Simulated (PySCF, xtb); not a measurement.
ReF₅, SMILES [F][Re]([F])([F])([F])[F] (connectivity only; charge and spin as stated), neutral, multiplicity 3.

Harmonic wavenumbers (cm⁻¹) from GFN2-xTB (xtb) at its own minimum, in rising order: 88, 89, 126, 127, 174, 189, 189, 485, 504, 507, 536, 536.

### Question
What does PBE0-D3(BJ)/def2-SVP (PySCF) give at its own minimum? (Estimate from the structure and the level; the computed values follow.)

### Answer
156, 156, 170, 170, 212, 220, 220, 679, 690, 761, 764, 764. Paired by order, the mean absolute difference is 118 cm⁻¹ and the zero-point energies are 5.1 and 7.1 kcal/mol.
